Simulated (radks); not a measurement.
Values are calculated unless marked as measured or tabulated.
Charge is removed step by step from the 2s1/2 level of Ne, starting from [Ne]. Code: a radial shooting solver on a logarithmic mesh with Libxc functionals. Model: Dirac Kohn-Sham, PBEsol, spin-unpolarised, spherical densities, point nucleus.

removed (e)  E - E(0) (eV)  eigenvalue (eV)  E minus straight line (eV)
0                    0.000          -36.199                       0.000
0.1                  3.710          -38.002                      -0.857
0.2                  7.602          -39.840                      -1.532
0.3                 11.679          -41.711                      -2.022
0.4                 15.945          -43.614                      -2.323
0.5                 20.403          -45.547                      -2.432
0.6                 25.055          -47.510                      -2.347
0.7                 29.905          -49.500                      -2.063
0.8                 34.956          -51.518                      -1.579
0.9                 40.210          -53.562                      -0.893
1                   45.669          -55.632                       0.000

Removing the whole electron costs 45.669 eV by Delta-SCF, against 36.199 eV from minus the eigenvalue at the starting occupation. Slater's transition state (half an electron removed) gives 45.547 eV. Integrating minus the eigenvalue over the occupation (Janak's theorem) gives 45.669 eV. The mean slope of the eigenvalue, de/dn, is 19.4 eV per electron.
